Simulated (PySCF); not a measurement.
CH3O, doublet, at a GFN2-xTB geometry. Base run: PBE/6-31G* in PySCF.

Geometry (Å):
```xyz
5

C     -0.6341     0.2453     0.0972
O      0.5908    -0.3352    -0.0637
H     -1.4570    -0.4247    -0.0449
H     -0.7480     1.3050    -0.0345
H      1.2836     0.3295     0.0058
```
Charge 0, spin multiplicity 2.
Orbitals are unrestricted.
All else is at PySCF's defaults.
Base energy -114.90934 Eh.

Each row names what was changed in the base input (with any setting that the change needs).

| change | ΔE vs base (µEh) | grid points | electrons on the grid |
|---|---|---|---|
| base | 0.0 | 57624 | 17.00000 |
| grids.atom_grid = (150, 974) | 0.0 | 405064 | 17.00000 |
| grids.level = 4 | -0.1 | 103992 | 17.00000 |
| grids.level = 2 | -0.4 | 38536 | 17.00000 |
| grids.atom_grid = (75, 302) | 0.0 | 72720 | 17.00000 |
| grids.level = 1 | 3.9 | 17776 | 17.00003 |
| grids.atom_grid = (30, 110) | 18.1 | 12312 | 17.00026 |
| small_rho_cutoff = 0 | 0.0 | 57624 | 17.00000 |
| grids.atom_grid = (99, 590) | 0.0 | 162128 | 17.00000 |
| grids.level = 7 | -0.1 | 323728 | 17.00000 |
| grids.prune = dft.gen_grid.sg1_prune | -8.4 | 25664 | 17.00005 |

Open shells are given as the SCF converged; they aren't shown to be the lowest states, and a large step between rows can be another state.
